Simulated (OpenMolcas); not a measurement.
**Ar+: thermal populations, the spin-orbit constant, worked from levels**

| Property | Result |
| --- | --- |
| Program | OpenMolcas |
| Basis | ANO-L-VDZP [4s3p1d] |
| Scalar Hamiltonian | non-relativistic, point nucleus |
| Active space | 7 electrons in 4 orbitals (3s 3p) |
| State averaging | 2S+1 = 2 odd, 3 roots; 2S+1 = 2 even, 1 root |
| Spin-orbit coupling | RASSI with atomic mean-field integrals over the reference wave functions, term energies averaged over their components |

Methods: CASSCF; SS-CASPT2, IPEA 0.25 Eh, imaginary shift 0.1 Eh (closed shells correlated: 2s 2p). Measured levels: NIST Handbook of Basic Atomic Spectroscopic Data.

**Thermal populations.** Z = Σ (2J + 1) exp(-E/kT) with k = 0.695035 cm-1/K, over the levels below. No other level of either list lies under 90000 cm-1, which is above 7 kT at each temperature.

```tsv
Level	2J + 1	SS-CASPT2	measured
3s2 3p5 2P* 3/2	4	0.0	0.0
3s2 3p5 2P* 1/2	2	1375	1432
```

```
T (K)  Z, SS-CASPT2  Z, measured levels  Ground level (%), SS-CASPT2  Ground level (%), measured levels
 5000         5.346               5.325                         74.8                               75.1
 8000         5.562               5.546                         71.9                               72.1
12000         5.696               5.684                         70.2                               70.4
```

At 12000 K, kT = 8340 cm-1, and the computed levels give Z = 4.000 + 1.696 = 5.696.

**The spin-orbit constant.** For the Hund term 2P* of p5, E(J) = (A/2) J(J+1) + constant and ζ = -2S·A = -A. From J = 1/2 to J = 3/2 the energy changes by 1.5 A.

```
   Source  E(3/2) - E(1/2)       A    ζ
   CASSCF          -1375.4  -916.9  917
SS-CASPT2          -1375.4  -916.9  917
 measured          -1431.6  -954.4  954
```

All in cm-1. SS-CASPT2 is off by -3.9 % and CASSCF by -3.9 %. Both methods take the spin-orbit matrix elements from the reference wave functions, so the second can move ζ only through the term energies and any multistate remixing.

Over all roots computed the reference weight is 0.88 to 0.95 in SS-CASPT2; the roots of lowest weight are the least certain, and an intruder state may touch them. Without dynamic correlation excited terms often stand tens of per cent too high (terms of higher spin than the ground term too low), and those without a measured partner can miss by more than the paired ones (holds for CASSCF). Measured partners are found by configuration, term and J. A level has none where our copy of the source lacks it or the pairing is in doubt (some pairs that miss far off the trend of their configuration count as doubtful), and it then counts in no deviation. Only configurations of the active space appear.

* marks odd parity.
